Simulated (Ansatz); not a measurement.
Input for Ansatz (a program for electronic structure): R-RI-MP2/aug-cc-pVTZ on CH8Ge (a complex), monomers drawn apart or pushed together. Files ending in .json are basis or fitting sets from the Basis Set Exchange. The run froze 15 orbitals, filled d shells among them.

Ansatz 0.2 input:
```yaml
crystal:
  periodic: [false, false, false]
  atoms:
    - {symbol: C, position_ang: [0.10154463, -0.06870056, -0.20314418]}
    - {symbol: H, position_ang: [-0.57459387, -0.84581333, 0.15010535]}
    - {symbol: H, position_ang: [0.16497005, -0.10926554, -1.28954688]}
    - {symbol: H, position_ang: [-0.27483586, 0.90662026, 0.10205640]}
    - {symbol: H, position_ang: [1.09077818, -0.22655384, 0.22404995]}
    - {symbol: Ge, position_ang: [-0.13199731, 0.08929747, 4.17300094]}
    - {symbol: H, position_ang: [0.47947214, 1.39916711, 3.65590237]}
    - {symbol: H, position_ang: [-0.22773291, 0.14032941, 5.70558014]}
    - {symbol: H, position_ang: [0.75649935, -1.09121435, 3.75608156]}
    - {symbol: H, position_ang: [-1.53651960, -0.09088439, 3.57982992]}
basis:
  gaussian:
    orbitals: aug-cc-pVTZ
    fitting: {mean_field: def2-universal-JKFIT, correlation: aug-cc-pVTZ-RIFIT.json}
magnetization: {spin_polarized: false}
correlation: {method: mp2, electrons: outside_noble_gas}
scf: {lower_state_search: off}
```

The log:

```
WARN ansatz: RAYON_NUM_THREADS=1 ignored (pool sized by the plan → 1); use --threads N
Functional definition: HF
these checks for a lower state are left out or cut short: stability, starts, cluster_reference, orbital_swaps, neighbouring_geometries, increment
integrals: 0.34 GiB planned
485 factors; integrals over basis functions are off by at most 1.1e0 eV
mean field: 0.54 GiB planned
mean field evaluation 1: about -57629.8313 eV, gradient 2.6e1 eV
mean field evaluation 2: about -57631.5869 eV, gradient 9.8e0 eV
mean field evaluation 4: about -57631.8557 eV, gradient 2.8e-1 eV
mean field -57631.85657988 eV, -2117.9316650353 hartree, gradient 2.0e-6 eV, S^2 0.000000; 0 other end points of the search recorded, 0 dependent functions left out
15 core orbitals not correlated
665 factors; their error is unknown
reference -57631.85657988 eV, -2117.9316650353 hartree; 8, 8 occupied and 266, 266 virtual orbitals, 665 factors
second order -9.33139038 eV of doubles, -0.00000000 eV of singles
Total energy: -57641.18797026 eV, -2118.2745873065 hartree
Checks for a lower state left out: stability, starts, cluster_reference, orbital_swaps, neighbouring_geometries, increment
```

The calculation finished and met its thresholds.

Cost: around 3 core-seconds (rough).
